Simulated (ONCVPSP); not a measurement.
**Before and after: ONCV potential for Cs**

caesium, optimised norm-conserving Vanderbilt (ONCV), made with ONCVPSP 4.0.1 (LDA (Perdew-Zunger), fully relativistic). Core [Kr] 4d10, reference 5s2 5p6 6s1. Waves: 5s+6s: rc 3.05 bohr, ncon 4, nbas 8, qcut 4.9 1/bohr, 2 projectors; 5p: rc 2.15 bohr, ncon 5, nbas 9, qcut 3.2 1/bohr, 2 projectors, debl 2.4 Ha; d scattering state at 0.16 Ha: rc 2.85 bohr, ncon 4, nbas 8, qcut 3.5 1/bohr, 2 projectors, debl 3.2 Ha. Local part: polynomial inside 1.85 bohr (lpopt 5, dvloc0 4 Ha). Core correction: none.

Open shells are filled in proportion to 2j + 1.

In the d channel the program set the typed energies aside and used 0.050, 3.250 Ha (j = l + 1/2; the other j can differ).

Change: s: rc 4.14.

Cutoffs: the cutoffs (Ha) at which the residual kinetic energy of the hardest occupied pseudo-wave falls to 1 and 0.1 mHa per electron; they do not see the model core or the augmentation charge, which bear on the density cutoff. Errors are all-electron minus pseudo energies relative to the spin-unpolarised reference configuration.

Task: What does the change do?

Result: The potential gets neither clearly harder nor softer (37 Ha and 54 Ha → 37 Ha and 54 Ha); the p channel sets the loose cutoff, while the largest relative change is in s, which becomes softer; of the 4 tests that both files solve, the error grows in 1 and shrinks in 0 by more than 15 % and 0.3 meV (median size 0.1 → 0.2 meV); neither file shows a bound ghost.

```csv
quantity,base,changed
"cutoff, loose",37 Ha,37 Ha
"cutoff, tight",54 Ha,54 Ha
loose cutoff by channel,"s 6.2 Ha, p 37 Ha","s 2.4 Ha, p 37 Ha"
bound ghosts,none,none
GHOST(+) flags under 300 eV,s at 134.0 eV,none
"error for 5s2 5p6 6s0, meV [ΔE 4.00 eV]",-0.1,-0.3
"error for 5s2 5p6 6s0.5, meV [ΔE 1.55 eV]",0.0,0.0
"error for 5s2 5p6 6s0 6p1, meV [ΔE 1.47 eV]",+0.1,-0.1
"error for 5s1 5p6 6s1, meV [ΔE 31.85 eV]",-116,-286
p3/2: phases at 2.18 bohr within 0.05 rad from the reference energy up to (Ha; the scan ends near 5),to the end of the scan,to the end of the scan
p1/2: phases at 2.18 bohr within 0.05 rad from the reference energy up to (Ha; the scan ends near 5),to the end of the scan,to the end of the scan
d5/2: phases at 2.89 bohr within 0.05 rad from the reference energy up to (Ha; the scan ends near 5),1.9,1.9
d3/2: phases at 2.89 bohr within 0.05 rad from the reference energy up to (Ha; the scan ends near 5),to the end of the scan,to the end of the scan
```

Base: These tests converged, but a pseudo level misses the all-electron one widely, so the file describes the atom poorly there or has found another state: 5s2 5p6 6s0 6p1: empty 6s by 2.8 eV. Changed file: These tests converged, but a pseudo level misses the all-electron one widely, so the file describes the atom poorly there or has found another state: 5s2 5p6 6s0 6p1: empty 6s by 2.8 eV.
